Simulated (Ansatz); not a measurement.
Cost and result up the ladder for the cluster Zn3Se3 (6 atoms). Total charge 0; singlet. Geometry: PBE-D4/def2-SVP.

```xyz
6

Zn    0.9305    0.9875   -1.8003
Zn   -1.1115   -1.1071    0.1356
Zn    1.3321   -0.1199    0.3743
Se   -0.1806    1.5891    1.2894
Se   -1.7059    1.0781   -0.5094
Se    0.7353   -2.4277    0.5103
```

Ansatz on 4 threads of Arm Neoverse V2 on a shared host. Times are rough, and most runs start from the orbitals of an earlier one. No level here is sound enough to serve as a yardstick. Binding counts from free atoms at the same level (Zn singlet, Se triplet; other spins of the atoms weren't run), without zero-point energy or a counterpoise term.

Correlated methods freeze 54 core orbitals; core or outer-core shells of Se are correlated, in sets that lack core-valence functions. Another isomer (singlet) lies 2.51 eV lower at PBE0-D4/def2-TZVP; other spin states weren't run for this one.

Run but left out: HF/def2-TZVP (restricted singlet, unstable towards broken spin symmetry).

Correlated methods converge slowly with the basis.

| level | functions | wall time |
| --- | --- | --- |
| PBE-D4/def2-TZVP (with forces) | 288 | 9 s |
| r2SCAN-D4/def2-TZVP | 288 | 17 s |
| PBE0-D4/def2-TZVP | 288 | 18 s |
| MP2/def2-TZVP | 288 | 26 s |
| B97M-V/def2-TZVP | 288 | 28 s |

Problem. Estimate what each level gives for the binding energy per atom (eV).

Solution. 
```json
{"level": "PBE-D4/def2-TZVP (with forces)", "binding energy per atom (eV)": "1.79", "remarks": "restricted SCF unstable in HF"}
{"level": "r2SCAN-D4/def2-TZVP", "binding energy per atom (eV)": "1.80", "remarks": "restricted SCF unstable in HF"}
{"level": "PBE0-D4/def2-TZVP", "binding energy per atom (eV)": "1.74", "remarks": "restricted SCF unstable in HF"}
{"level": "MP2/def2-TZVP", "binding energy per atom (eV)": "1.73", "remarks": "restricted SCF unstable"}
{"level": "B97M-V/def2-TZVP", "binding energy per atom (eV)": "1.62", "remarks": "restricted SCF unstable in HF"}
```
